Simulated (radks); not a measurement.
Task: Re+, 74 electrons, occupied as [Xe] 4f14 5d5 6s1. Calculated with a radial shooting solver on a logarithmic mesh with Libxc functionals: scalar-relativistic Kohn-Sham, r2SCAN, spin-polarised, spherical densities, finite nucleus; open shells are filled with parallel spins first (spin-orbit coupling, left out, can overturn this in heavy ions); meta-GGA in the generalised Kohn-Sham scheme; Fermi nuclear charge, rms radius 5.3698 fm. Some entries of the table are withheld. Estimate them.

| orbital | occ. | eigenvalue (Ry) | <1/r> (bohr^-1) |
|---|---|---|---|
| 1s down | 1 | -5272.655 | 88.72 |
| 1s up | 1 | -5272.655 | 88.72 |
| 2s up | 1 | -916.5802 | 20.78 |
| 2s down | 1 | -916.5523 | 20.78 |
| 2p up | 3 | -799.8278 | 18.75 |
| 2p down | 3 | -799.8064 | 18.75 |
| 3s up | 1 | -213.3534 | 7.707 |
| 3s down | 1 | -213.3515 | 7.707 |
| 3p up | 3 | -178.7662 | 7.094 |
| 3p down | 3 | -178.7621 | 7.094 |
| 3d up | 5 | -139.4731 | 6.689 |
| 3d down | 5 | -139.4577 | 6.688 |
| 4s up | 1 | -45.38163 | 3.270 |
| 4s down | 1 | -45.35976 | 3.269 |
| 4p up | 3 | -33.98562 | 2.971 |
| 4p down | 3 | -33.96654 | 2.970 |
| 4d up | 5 | -19.61200 | 2.646 |
| 4d down | 5 | -19.58871 | 2.646 |
| 5s up | 1 | -7.02698 | 1.280 |
| 5s down | 1 | -6.84123 | 1.296 |
| 5p up | 3 | (1) | 1.077 |
| 5p down | 3 | (2) | 1.101 |
| 4f up | 7 | -3.69543 | 2.158 |
| 4f down | 7 | -3.65042 | 2.169 |
| 5d up | 5 | -1.06845 | 0.7119 |
| 6s up | 1 | (3) | 0.4600 |
| 5d down | 0 | -0.67701 | 0.7252 |

Result: 
(1) 5p up eigenvalue (Ry): -4.20649
(2) 5p down eigenvalue (Ry): -3.94772
(3) 6s up eigenvalue (Ry): -1.02576
